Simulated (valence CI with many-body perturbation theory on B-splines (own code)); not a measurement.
**Hg LIX: key properties**

Calculated by relativistic CI+MBPT: four valence electrons over a frozen Dirac-Fock core [Ar], a basis of 7 s, 7 p, 8 d, 6 f, 4 g, 1 h functions for each j, with the one-electron correlation potential Σ1 (screened to all orders), the two-electron term Σ2, the three-electron term Σ3, Breit, model QED; selected single and double excitations, second order for the rest, scaled by the run's own slope (own B-spline code, finite nucleus).

The last digits are not significant, and no measured levels were compared; by estimate large intervals hold to a few tenths of a per cent, small ones and those within an open d or f shell to about a per cent. Excitations out of the core, of the other parity, are not computed and may begin above about 268 eV (a cautious bound); beyond it only levels of the ground parity were kept, without lifetimes. Only levels of the ground parity were solved; by the run's estimate the other parity begins above the list, which can be wrong where configurations are misplaced.

Levels are named by their leading jj configuration (3d3/2^4 stands for four electrons in 3d with j = 3/2), which in mixed levels can hold well under half, so a name can repeat and another be missing.

Rates and lifetimes use the calculated energies. Strong lines usually hold to 10 to 20 %, long lifetimes can be off by a factor of two.

Problem. What is the ground level?

Solution. (3d3/2^4) J=0, composition 61 % 3d4 3P + 24 % 3d4 5D + 15 % 3d4 1S.

Problem. How well does LS coupling describe the low levels?

Solution. Among the lowest 20 levels the leading LS term, summed over configurations, holds 49 % on average. For single configurations the figures are 49 % in LS and 98 % in jj coupling. Terms mix most in the J = 4 level at 7.978 Ry, where the leading one holds 28 %.

Problem. What is the ionisation energy?

Solution. 6042.4 eV; NIST lists 6041 ± 6 eV (theoretical).
